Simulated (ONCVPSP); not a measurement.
Ru (Z = 44) ONCV: all-electron and pseudo phase curves

| Quantity | Value |
| --- | --- |
| Element | Ru |
| Generator | ONCVPSP 4.0.1 |
| Type | optimised norm-conserving Vanderbilt (ONCV) |
| Functional | PBE |
| Relativity | fully relativistic |
| Frozen core | [Ar] 3d10 4s2 |
| Valence charge | 14 |
| Reference configuration | 4p6 4d6 5s2 |
| Partial waves | 5s: rc 2.80 bohr, ncon 4, nbas 7, qcut 2.6 1/bohr, 2 projectors, debl 0.6 Ha; 4p: rc 1.30 bohr, ncon 4, nbas 8, qcut 5.2 1/bohr, 2 projectors, debl 2.6 Ha; 4d: rc 1.95 bohr, ncon 5, nbas 10, qcut 8 1/bohr, 2 projectors, debl 0.9 Ha; f scattering state at 0.15 Ha: rc 2.80 bohr, ncon 3, nbas 7, qcut 3.6 1/bohr, 2 projectors, debl 2.7 Ha |
| Local potential | polynomial inside 0.95 bohr (lpopt 5, dvloc0 4 Ha) |
| Core correction | Teter function, fcfact 3.75, rcfact 1.45 |

Open shells are filled in proportion to 2j + 1.

The phase is arctan(r·R′/R) of the radial function R(r), unwrapped; energies in Ha, scanned from -3 to 5 Ha. A pole is an energy at which the radial function vanishes at the test radius. The pseudo phase is shifted by a multiple of π to meet the all-electron one at the reference energy, and phase errors are pseudo minus all-electron; the curves can meet again beyond the range given. Levels narrower than the energy grid can be missing from the lists of poles.

Question: For each channel, where are the poles, and over which energies does the pseudopotential scatter like the atom?

Answer:

| channel | radius (bohr) | reference energy (Ha) | poles, all-electron | poles, pseudo | unbroken range about the reference energy with phases within 0.05 rad | phase error 1 Ha above the reference energy (rad) |
| --- | --- | --- | --- | --- | --- | --- |
| s | 2.85 | -0.19 | -2.92, 0.68, 4.42 | 0.67, 2.42, 4.95 | -2.9 to 1.6 | -0.000 |
| p3/2 | 1.32 | -1.78 | 0.57 | 0.57 | the whole range | -0.000 |
| p1/2 | 1.32 | -1.91 | 0.27 | 0.27 | the whole range | -0.000 |
| d5/2 | 1.98 | -0.28 | 0.33 | 0.33 | the whole range | +0.000 |
| d3/2 | 1.98 | -0.29 | 0.30 | 0.30 | the whole range | -0.000 |
| f7/2 | 2.85 | 0.15 | 1.38, 3.52 | 1.51, 3.69 | below 1.3 | +0.044 |
| f5/2 | 2.85 | 0.15 | 1.38, 3.51 | 1.51, 3.68 | below 1.3 | +0.044 |

Note: ghosts flagged at negative energy: s at -202.5 eV, d5/2 at -126.6 eV, f7/2 at -243.3 eV, f5/2 at -239.0 eV; GHOST(+) flagged for s at 66.1 eV. A true bound ghost makes a file unfit for plane-wave use.

Phases in the d5/2 channel:

```csv
E (Ha),all-electron,pseudo
-2.98,1.292,1.292
-2.76,1.276,1.276
-2.54,1.256,1.256
-2.32,1.232,1.232
-2.10,1.201,1.201
-1.88,1.162,1.162
-1.66,1.108,1.108
-1.44,1.029,1.029
-1.22,0.902,0.902
-1.00,0.671,0.671
-0.78,0.199,0.200
-0.56,-0.536,-0.535
-0.34,-1.061,-1.061
-0.12,-1.323,-1.323
0.10,-1.470,-1.470
0.32,-1.567,-1.566
0.54,-1.641,-1.641
0.76,-1.706,-1.706
0.98,-1.770,-1.770
1.20,-1.840,-1.840
1.42,-1.926,-1.926
1.64,-2.041,-2.041
1.86,-2.214,-2.214
2.08,-2.498,-2.497
2.30,-2.957,-2.955
2.52,-3.502,-3.499
2.74,-3.904,-3.902
2.96,-4.144,-4.142
3.18,-4.290,-4.288
3.40,-4.385,-4.383
3.62,-4.452,-4.450
3.84,-4.502,-4.500
4.06,-4.541,-4.539
4.28,-4.573,-4.570
4.50,-4.599,-4.596
4.72,-4.622,-4.619
4.94,-4.641,-4.638
```
